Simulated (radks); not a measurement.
Values are calculated unless marked as measured or tabulated.
Ionisation of the gold ion Au37+, [Kr] 4d6, to [Kr] 4d5 as the strength of local exchange is varied. Level of theory: Dirac Kohn-Sham, Slater X-alpha exchange (alpha = 2/3 is LDA exchange), no correlation, spin-unpolarised, spherical densities, finite nucleus; open shells are shared between the two j in proportion to 2j + 1; Fermi nuclear charge, rms radius 5.4371 fm (a radial shooting solver on a logarithmic mesh with Libxc functionals).

alpha = 0.628: E(Au37+) (hartree) -18209.3212; exchange (hartree) -268.5248; IE (eV) 1706.6; -e of the level emptied (eV) 1667.0 (4d5/2); <r> of it (bohr) 0.3945
alpha = 0.643: E(Au37+) (hartree) -18215.7358; exchange (hartree) -275.0138; IE (eV) 1708.4; -e of the level emptied (eV) 1668.8 (4d5/2); <r> of it (bohr) 0.3942
alpha = 0.667: E(Au37+) (hartree) -18226.0030; exchange (hartree) -285.4034; IE (eV) 1711.3; -e of the level emptied (eV) 1671.7 (4d5/2); <r> of it (bohr) 0.3939
alpha = 0.687: E(Au37+) (hartree) -18234.5624; exchange (hartree) -294.0683; IE (eV) 1713.7; -e of the level emptied (eV) 1674.1 (4d5/2); <r> of it (bohr) 0.3936
alpha = 0.742: E(Au37+) (hartree) -18258.1167; exchange (hartree) -317.9290; IE (eV) 1720.5; -e of the level emptied (eV) 1680.8 (4d5/2); <r> of it (bohr) 0.3929
alpha = 0.906: E(Au37+) (hartree) -18328.4916; exchange (hartree) -389.3577; IE (eV) 1740.6; -e of the level emptied (eV) 1700.7 (4d5/2); <r> of it (bohr) 0.3906
alpha = 0.992: E(Au37+) (hartree) -18365.4794; exchange (hartree) -426.9821; IE (eV) 1751.1; -e of the level emptied (eV) 1711.2 (4d5/2); <r> of it (bohr) 0.3894
alpha = 1.007: E(Au37+) (hartree) -18371.9366; exchange (hartree) -433.5563; IE (eV) 1753.0; -e of the level emptied (eV) 1713.1 (4d5/2); <r> of it (bohr) 0.3892

NIST Atomic Spectra Database: 1702 +/- 4 eV (theoretical). The central value is not met in this range of alpha. Spin polarisation and multiplet splitting are left out, so open shells lie too high by an amount that depends on their filling. Sharing an open shell by 2j + 1 raises it above the true ground level by a part of the spin-orbit splitting, which enters the differences from NIST.

Beside tabulated values, note that spin-unpolarised runs miss the spin-polarisation part of the exchange energy of open shells.
